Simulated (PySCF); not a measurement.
## Electron correlation in Si²⁺ (silicon, charge +2)

[Ne] 3p2, high-spin 3P determinant (an excited configuration). All numbers are calculated (PySCF 2.14, scalar relativity by spin-free X2C-1e, in x2c-TZVPPall). Frozen: 1s2; 10 electrons correlated.

```csv
level,correlation energy (mhartree)
CCSD,-160.62
(T),-0.98
CCSD(T),-161.60
```

Diagnostics: T1 = 0.0031, D1 = 0.0075, largest double amplitude 0.077.

Problem. Is a single reference adequate?

Solution. Mostly. T1 lies below 0.03, but a double amplitude of this size points to a near-degeneracy that CCSD handles and MP2 describes poorly.

This basis was not built for core-valence correlation, so the inner-shell part is incomplete.
